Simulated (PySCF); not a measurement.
Computed shifts of a molecule C₃H₅BFN, B3LYP/pcSseg-1 (PySCF), GIAO, gas phase, equivalent atoms averaged, in ppm (number of nuclei): ¹⁵N: 87.2 (1). ¹³C: 178.4 (1), 153.4 (1), 91.0 (1). ¹⁹F: -219.3 (1). ¹H: 8.47 (1), 6.82 (1), 5.26 (1), 3.77 (2). References: ¹⁵N against NH3 (σ = 265.5 ppm); ¹¹B against BF3 (σ = 86.3 ppm); ¹³C against TMS (σ = 181.3 ppm); ¹⁹F against CFCl3 (σ = 161.7 ppm); ¹H against TMS (σ = 31.68 ppm), references at their B3LYP-D3(BJ)/def2-TZVP geometries, non-relativistic. Geometry: B3LYP-D3(BJ)/def2-SVP. Other conformers were not sampled.

Pick the molecule that these values belong to.
A. C[C@H]1N=CB1F
B. NB1C=C[C@@H]1F
C. C#CB(F)NC
D. C#CB(N)CF

B, NB1C=C[C@@H]1F
